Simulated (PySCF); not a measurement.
Compound: C₄H₅ClGe.
Numbering: `[Cl:1][GeH:2]1[CH:3]=[CH:4][CH:5]=[CH:6]1` (hydrogens: H7 on Ge2; H8 on C3; H9 on C4; H10 on C5; H11 on C6)

Computed by this run: PBE0-D3(BJ)/def2-SVP geometry optimisation, gas phase (PySCF); density fitting, grid level 1; the optimiser is geomeTRIC in internal coordinates, started from a GFN2-xTB structure with every atom displaced at random (about 0.01 Å).

At the end of the run (lengths in Å): Cl1–Ge2 2.165, C4–C5 1.486, C3=C4 1.346, C3–H8 1.091, Ge2–C3 1.940, Ge2–C6 1.940, C4–H9 1.096, Cl1–Ge2–C3 113.0°, C3–Ge2–C6 90.7°, C3–C4–C5 118.2°, Ge2–C3–C4 106.4°, Cl1–Ge2–C3–C4 -117°, Ge2–C3–C4–C5 1°, C3–C4–C5–C6 0°, H7–Ge2–C3–C4 120°, H11–C6–Ge2–Cl1 -64°.

Problem. These geometries were met on the way; a selection of coordinates is given. Order them by energy above the end point, lowest first.
A. Cl1–Ge2 2.105, C4–C5 1.444, C3=C4 1.387, C3–H8 1.054, Ge2–C3 1.973, Ge2–C6 1.972, C4–H9 1.072, Cl1–Ge2–C3 113.9°, C3–Ge2–C6 87.7°, C3–C4–C5 117.5°, Ge2–C3–C4 107.1°, Cl1–Ge2–C3–C4 -114°, Ge2–C3–C4–C5 1°, C3–C4–C5–C6 -1°, H7–Ge2–C3–C4 119°, H11–C6–Ge2–Cl1 -65°
B. Cl1–Ge2 2.166, C4–C5 1.486, C3=C4 1.345, C3–H8 1.090, Ge2–C3 1.942, Ge2–C6 1.940, C4–H9 1.096, Cl1–Ge2–C3 111.3°, C3–Ge2–C6 90.6°, C3–C4–C5 118.2°, Ge2–C3–C4 106.5°, Cl1–Ge2–C3–C4 -116°, Ge2–C3–C4–C5 1°, C3–C4–C5–C6 0°, H7–Ge2–C3–C4 122°, H11–C6–Ge2–Cl1 -66°
C. Cl1–Ge2 2.195, C4–C5 1.487, C3=C4 1.345, C3–H8 1.099, Ge2–C3 1.939, Ge2–C6 1.940, C4–H9 1.095, Cl1–Ge2–C3 109.8°, C3–Ge2–C6 90.8°, C3–C4–C5 118.3°, Ge2–C3–C4 106.0°, Cl1–Ge2–C3–C4 -103°, Ge2–C3–C4–C5 -9°, C3–C4–C5–C6 8°, H7–Ge2–C3–C4 132°, H11–C6–Ge2–Cl1 -73°
D. Cl1–Ge2 2.182, C4–C5 1.487, C3=C4 1.346, C3–H8 1.092, Ge2–C3 1.939, Ge2–C6 1.940, C4–H9 1.096, Cl1–Ge2–C3 109.8°, C3–Ge2–C6 90.7°, C3–C4–C5 118.1°, Ge2–C3–C4 106.4°, Cl1–Ge2–C3–C4 -108°, Ge2–C3–C4–C5 -3°, C3–C4–C5–C6 1°, H7–Ge2–C3–C4 128°, H11–C6–Ge2–Cl1 -72°

Solution. B (0.002 eV), D (0.018 eV), C (0.064 eV), A (0.199 eV).

| step | E above end (eV) | rms distance from the end, all atoms (Å) | largest force (eV/Å) | rms shift of all bonds from the end (Å) |
| --- | --- | --- | --- | --- |
| 5 | 0.002 | 0.027 | 0.114 | 0.001 |
| 2 | 0.018 | 0.090 | 0.253 | 0.005 |
| 1 | 0.064 | 0.104 | 0.811 | 0.010 |
| 0 | 0.199 | 0.040 | 3.386 | 0.033 |

Rows stand in the order of the answer.
